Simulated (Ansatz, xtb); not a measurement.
# Two isomers of C4H9NSi

Structure a: `CC[Si@@H](C)C#N`, a singlet. Structure b: `C[Si](C)(C)C#N`, a singlet. Both are isolated molecules in the gas phase, relaxed with PBE0-D3(BJ)/def2-SVP; the shapes shown needn't be the lowest conformers.

a (Å):

| atom | x (Å) | y (Å) | z (Å) |
| --- | --- | --- | --- |
| C | -1.2366 | 0.8688 | 0.1950 |
| C | -2.0580 | -0.3959 | 0.4309 |
| C | -1.7102 | -1.4792 | -2.4931 |
| C | 0.2095 | -2.2402 | -0.2956 |
| N | 1.3273 | -2.4477 | -0.0643 |
| Si | -1.5833 | -1.8466 | -0.6635 |
| H | -1.3506 | 1.2443 | -0.8340 |
| H | -1.5431 | 1.6800 | 0.8730 |
| H | -0.1631 | 0.6880 | 0.3618 |
| H | -3.1337 | -0.2036 | 0.2688 |
| H | -1.9684 | -0.7303 | 1.4787 |
| H | -2.3544 | -3.0709 | -0.2995 |
| H | -1.0766 | -0.6220 | -2.7659 |
| H | -2.7511 | -1.2406 | -2.7623 |
| H | -1.3901 | -2.3458 | -3.0904 |

b (Å):

| atom | x (Å) | y (Å) | z (Å) |
| --- | --- | --- | --- |
| C | -1.3756 | 0.9017 | -0.2052 |
| C | -0.5804 | -0.3245 | -2.9441 |
| C | -1.6743 | -2.1510 | -0.6847 |
| C | 1.0389 | -0.8718 | -0.4694 |
| N | 2.1193 | -1.0387 | -0.0807 |
| Si | -0.7088 | -0.6020 | -1.0978 |
| H | -0.7603 | 1.7899 | -0.4136 |
| H | -2.4059 | 1.1137 | -0.5327 |
| H | -1.3884 | 0.7414 | 0.8835 |
| H | 0.0406 | 0.5558 | -3.1690 |
| H | -0.1327 | -1.1964 | -3.4444 |
| H | -1.5804 | -0.1578 | -3.3751 |
| H | -1.2320 | -3.0336 | -1.1711 |
| H | -1.6889 | -2.3295 | 0.4012 |
| H | -2.7158 | -2.0547 | -1.0305 |

Quicker runs give these differences E(b) − E(a): GFN2-xTB +3.4 kcal/mol; HF/STO-3G −12.8 kcal/mol (at GFN2-xTB geometries); r2SCAN-D4/def2-SVP −12.8 kcal/mol (at GFN2-xTB geometries).

Task: Estimate E(b) − E(a) at the level CCSD(T)/def2-SVP + ΔMP2/def2-TZVPP.

Result: Calculated at CCSD(T)/def2-SVP + ΔMP2/def2-TZVPP: E(b) − E(a) = −13.5 kcal/mol, so structure b lies lower.

The same difference at several levels:

| level | geometry | E(b) − E(a) (kcal/mol) | departure from the last row (kcal/mol) | job, with rough time for the two |
| --- | --- | --- | --- | --- |
| GFN2-xTB | GFN2-xTB | +3.4 | +16.8 | optimisation, 0.24 s |
| HF/STO-3G | GFN2-xTB | −12.8 | +0.7 | single point, 0.88 s |
| r2SCAN-D4/def2-SVP | GFN2-xTB | −12.8 | +0.7 | single point, 5.5 s |
| PBE0-D3(BJ)/def2-SVP | PBE0-D3(BJ)/def2-SVP | −12.3 | +1.2 | optimisation, 49 s |
| HF/def2-SVP | PBE0-D3(BJ)/def2-SVP | −11.7 | +1.8 | part of the CCSD(T) run |
| MP2/def2-SVP | PBE0-D3(BJ)/def2-SVP | −11.7 | +1.8 | part of the CCSD(T) run |
| CCSD(T)/def2-SVP | PBE0-D3(BJ)/def2-SVP | −10.8 | +2.7 | single point |
| CCSD(T)/def2-SVP + ΔMP2/def2-TZVPP | PBE0-D3(BJ)/def2-SVP | −13.5 |  | single point, 71 s |

As drawn, b has 1 C–Si, 1 C–H in place of 1 C–C, 1 Si–H.

GFN2-xTB puts the two in the other order. The largest departure from CCSD(T)/def2-SVP + ΔMP2/def2-TZVPP is that of GFN2-xTB, 16.8 kcal/mol. The last row adds to CCSD(T) the change of the MP2 difference between the two basis sets, here −2.7 kcal/mol.

With thermal terms from frequencies at re-optimised GFN2-xTB minima (ideal gas, soft modes damped towards free rotors, one conformer each, 298.15 K, 1 atm): on the last row, ΔE + ΔZPE = −13.3, ΔH = −12.8, ΔG = −13.2 kcal/mol.

The correlated steps freeze 10 core orbitals. Mirror images aren't counted in ΔG. Run with Ansatz 0.2.0, xtb 6.7.1; the last row on 2 threads of Intel(R) Xeon(R) Platinum 8259CL CPU @ 2.50GHz (Skylake/Cascade Lake) on a shared host.
